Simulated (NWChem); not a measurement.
# C2H4FNSi; SMILES [C@@H]1([SiH2]C=N1)F

```xyz
9

F      0.3766    -1.8612    -0.2619
C      0.0144    -0.7484     0.4667
N     -1.3153    -0.2360     0.0469
C     -1.0847     1.0108    -0.2097
Si     0.7934     0.9572    -0.0171
H     -0.0246    -1.0365     1.5233
H     -1.9006     1.6844    -0.4764
H      1.5005     1.8246     0.9708
H      1.5569     0.9543    -1.2920
```
Atoms are numbered in this order, from 1.

Program: NWChem. Pople sets run with spherical d functions. All runs use the structure optimised with B3LYP/6-31G* (spherical d). Level PBE/6-31G*: energy and gradient on several grids; changes count from the extra-fine grid, which is no exact limit either.

```csv
grid,size of the energy change (μHa),largest change of a gradient component (μHa/bohr),"time, medium = 1 (rough)"
xcoarse,900,2000,about 1
coarse,80,200,about 1
medium,< 10,80,about 1
fine,< 10,< 30,about 1
xfine,< 10,< 30,2
```
